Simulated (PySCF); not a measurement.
# Nuclear quadrupole coupling in `CC(C)O[SiH2]S[SiH3]`

Compound: C3H12OSSi2.
Z-matrix (Å and degrees, GFN2-xTB geometry), rows numbered from 1:
```
C 
C   1  1.5244
C   2  1.5246  1  111.77
O   2  1.4090  1  108.90  3   119.73
Si  4  1.6143  2  128.88  1   112.26
S   5  2.1273  4  101.56  2   179.18
Si  6  2.1517  5  102.28  4     2.48
H   1  1.0872  2  109.60  3   -60.67
H   1  1.0863  2  110.21  3    59.55
H   1  1.0872  2  110.08  3   179.85
H   2  1.0982  1  109.31  3  -121.31
H   3  1.0872  2  109.92  1   178.57
H   3  1.0873  2  109.73  1    59.19
H   3  1.0863  2  110.23  1   -61.19
H   5  1.4590  4  112.53  2   -63.94
H   5  1.4585  4  112.27  2    62.46
H   7  1.4566  6  109.82  5   -62.79
H   7  1.4540  6  101.72  5   178.74
H   7  1.4567  6  109.55  5    60.35
```

Field gradients from the PBE0/pcSseg-1 density (PySCF, non-relativistic), principal values in atomic units, ordered |Vxx| ≤ |Vyy| ≤ |Vzz|:

```json
{"atom": "O4", "Vxx": "-0.4520", "Vyy": "-1.1900", "Vzz": "1.6420"}
{"atom": "S6", "Vxx": "0.1103", "Vyy": "1.4920", "Vzz": "-1.6022"}
```

Problem. Find the asymmetry η = (Vxx − Vyy)/Vzz and the couplings χ = eQV/h (234.96 MHz × Q in barn × V in au), with Q(17O) = −0.0256 b, Q(33S) = −0.0678 b.

Solution. 
| atom | environment | nucleus | η | χzz (MHz) | χxx (MHz) | χyy (MHz) |
| --- | --- | --- | --- | --- | --- | --- |
| O4 | silyl ether oxygen | 17O | 0.45 | -9.88 | 2.72 | 7.16 |
| S6 | sulfur bonded to 2 Si | 33S | 0.86 | 25.52 | -1.76 | -23.77 |

The tensor is traceless: Vxx + Vyy + Vzz = 0.

Problem. What is Vzz at O4 in SI units (1 au = 9.71736 × 10²¹ V/m²)?

Solution. 1.6420 au = 15.956 × 10²¹ V/m².

Problem. And the gradient at the other heavy atoms, for which no coupling is worked out here?

Solution. 
```json
{"atom": "C1", "environment": "methyl carbon", "Vzz (au)": "0.058", "η": "0.25"}
{"atom": "C2", "environment": "sp3 carbon bound to oxygen", "Vzz (au)": "0.421", "η": "0.02"}
{"atom": "C3", "environment": "methyl carbon", "Vzz (au)": "0.061", "η": "0.24"}
{"atom": "Si5", "environment": "oxygen-bound silicon", "Vzz (au)": "-0.486", "η": "0.94"}
{"atom": "Si7", "environment": "SiH3 silicon", "Vzz (au)": "0.665", "η": "0.04"}
```

Problem. What couplings would deuterons (Q(2H) = 0.00286 b) have in place of the hydrogens, at this geometry?

Solution. 
| atom | bonded to | bond length (Å) | Vzz (au) | η | χzz (kHz) |
| --- | --- | --- | --- | --- | --- |
| H8 | C1 | 1.087 | 0.3144 | 0.02 | 211 |
| H9 | C1 | 1.086 | 0.3168 | 0.03 | 213 |
| H10 | C1 | 1.087 | 0.3148 | 0.03 | 212 |
| H11 | C2 | 1.098 | 0.2827 | 0.09 | 190 |
| H12 | C3 | 1.087 | 0.3149 | 0.02 | 212 |
| H13 | C3 | 1.087 | 0.3142 | 0.03 | 211 |
| H14 | C3 | 1.086 | 0.3168 | 0.03 | 213 |
| H15 | Si5 | 1.459 | 0.1612 | 0.03 | 108 |
| H16 | Si5 | 1.458 | 0.1616 | 0.03 | 109 |
| H17 | Si7 | 1.457 | 0.1676 | 0.03 | 113 |
| H18 | Si7 | 1.454 | 0.1681 | 0.02 | 113 |
| H19 | Si7 | 1.457 | 0.1676 | 0.03 | 113 |

The structure is a single GFN2-xTB conformer in the gas phase; no vibrational or solvent corrections. GFN2-xTB frequencies show an imaginary mode (23i cm⁻¹), so this geometry is no minimum at that level. GFN2-xTB bond lengths can be off by several hundredths of an ångström, more for odd bonds, and the gradients follow them. With so small a basis the couplings can be 20 % off.
